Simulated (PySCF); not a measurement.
RuO4, SMILES [O]=[Ru](=[O])(=[O])=[O], multiplicity 1.

Geometry: B3LYP-D3(BJ)/def2-SVP. The spin state was assumed, not searched. The isomer is the one that the SMILES or the coordinates give; other isomers of the formula were not compared. The def2 effective core potentials stand for the cores of Ru; spin–orbit coupling is left out.

Method: PySCF with PBE/def2-TZVPD.

Isolated molecule, no solvent.

Q: Estimate the frontier levels, gap, dipole moment and polarisability. (Estimate from the structure and the level; the computed values follow.)

A: 
highest occupied level: -8.89 eV
lowest empty level: -5.60 eV
orbital gap: 3.29 eV
dipole moment: 0.00 D
quadrupole, principal values (traceless, Buckingham form, about the centre of nuclear charge): 0.00, 0.00, 0.00 D·Å
mean static polarisability: 50.4 bohr³ (7.47 Å³)
polarisability, principal values: 50.4, 50.4, 50.4 bohr³
